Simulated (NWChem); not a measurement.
A series in which one site is exchanged, each optimised at PBE0/def2-SVP with NWChem, gas phase unless a solvent is named. All stand in one matching conformer (torsions within 35°), which need not be the lowest. Some are not confirmed as minima by frequencies. def2 effective core potentials on Cd, Te, I; no spin-orbit coupling.

A: [SH][Cd][I] (CdHSI; site = Cd)
B: S[Se]I (HSeSI; site = Se)
C: [SH][Be][I] (BeHSI; site = Be)
D: [Te](S)I (HTeSI; site = Te)

Values for A:

| Quantity | Result |
|---|---|
| dipole (D), PBE0/def2-SVP | 1.09 |
| orbital gap (eV), PBE0/def2-SVP | 5.44 |
| vertical ionisation energy, ΔSCF, PBE/def2-SVP (eV) | 8.88 |
| vertical ionisation energy, ΔSCF, CAM-B3LYP/def2-SVP (eV) | 9.50 |
| lowest singlet excitation, CAM-B3LYP/def2-SVPD, TDA (eV) | 4.34 |

### Question
How do these values change for the other members?

### Answer
```tsv
change from A	B	C	D
dipole (D), PBE0/def2-SVP	+0.30	-0.12	+0.53
orbital gap (eV), PBE0/def2-SVP	-1.57	+1.17	-1.87
vertical ionisation energy, ΔSCF, PBE/def2-SVP (eV)	-0.37	+0.51	-0.73
vertical ionisation energy, ΔSCF, CAM-B3LYP/def2-SVP (eV)	-0.54	+0.39	-0.94
lowest singlet excitation, CAM-B3LYP/def2-SVPD, TDA (eV)	-1.86	+0.96	-2.05
```
